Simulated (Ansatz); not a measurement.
`CO[SiH](Cl)O[SiH3]` + H₂O → `CO[SiH](O)O[SiH3]` + HCl  (formal hydrolysis of the Si–Cl bond)

Calculated with Ansatz (gas phase, PBE0-D4/def2-TZVP geometries, no zero-point term in ΔE). CCSD(T)/CBS is the MP2 limit (def2-TZVPP, def2-QZVPP) plus CCSD(T) − MP2 in def2-TZVPP, frozen cores. This one scheme is used for every species. DFT in def2-TZVPP. B3LYP here is the variant with VWN-RPA as its local correlation; programs differ in this. One conformer a species, not always the lowest.

Question: Is it downhill or uphill in electronic energy at CCSD(T)/CBS, and by how much? (An estimate is asked.)

Answer: The calculation gave: Nearly level: ΔE = -0.5 kcal/mol.

Question: What do these levels give: PBE-D4, r2SCAN-D4, B3LYP-D4, ωB97X-V, ωB97M-V, B3LYP, HF/def2-TZVPP, SCS-MP2/def2-TZVPP, CCSD/def2-TZVPP, CCSD(T)/def2-TZVPP, HF/CBS(def2), MP2/CBS(def2)? (Estimate.)

Answer: The calculation gave: PBE-D4 0.5, r2SCAN-D4 -1.0, B3LYP-D4 -1.1, ωB97X-V -1.1, ωB97M-V -1.0, B3LYP -2.1, HF/def2-TZVPP -3.2, SCS-MP2/def2-TZVPP -1.7, CCSD/def2-TZVPP -2.4, CCSD(T)/def2-TZVPP -2.0, HF/CBS(def2) -3.3, MP2/CBS(def2) 0.7 kcal/mol.

Largest T1 diagnostic among the species: 0.011.

In def2-TZVPP, CCSD(T) changes the Hartree–Fock value by +1.3 kcal/mol (the triples alone add +0.4 kcal/mol) and MP2 by +2.5 kcal/mol. The D4 term adds +1.0 kcal/mol with B3LYP and +0.5 kcal/mol with PBE0; it sums over pairs of atoms, weighted by their polarisabilities, and B3LYP, whose exchange is more repulsive, gets the larger term.
